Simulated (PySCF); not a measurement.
## UHF on N+ (nitrogen, charge +1)

Configuration: [He] 2s1 2p3, high-spin 5S determinant (an excited configuration). Calculation: PySCF 2.14, in aug-cc-pwCVTZ (7s6p4d2f, 59 functions); the non-relativistic Hamiltonian (point nucleus).

| Property | Result |
| --- | --- |
| Total energy | -53.743175 hartree |
| One-electron energy | -69.8202 hartree |
| Hartree (Coulomb) energy | 22.5356 hartree |
| Exchange energy | -6.4585 hartree |
| Kinetic energy | 53.73914 hartree |
| ⟨S²⟩ | 6.0000 |
| ⟨L²⟩ | 0.000 |
| Sum of ⟨r⟩ | 5.383 bohr |
| Sum of ⟨r²⟩ | 7.609 bohr² |
| Density at the nucleus (Gaussians lack the cusp) | 195 bohr⁻³ |
| Spin density at the nucleus | 5.37 bohr⁻³ |
| Langevin diamagnetic susceptibility | -6.03 ×10⁻⁶ cm³/mol |

```csv
shell,electrons,mean orbital energy (hartree),"rms radius, mean of both spins (bohr)"
1s α,1,-16.30785,0.265
1s β,1,-16.12912,0.265
2s α,1,-1.75800,1.32
2p α,3,-1.15706,1.38
```

Spin-orbit constants ζ (cm⁻¹) from the X2C one-electron operator on these orbitals (non-relativistic here): bare nucleus, nucleus screened by l(l+1)(2l+1)/3 electrons, and screened by the Breit-Pauli mean field of the electrons.

```tsv
shell	bare	screened nucleus	mean field
2p	152.0	108.6	90.89
```
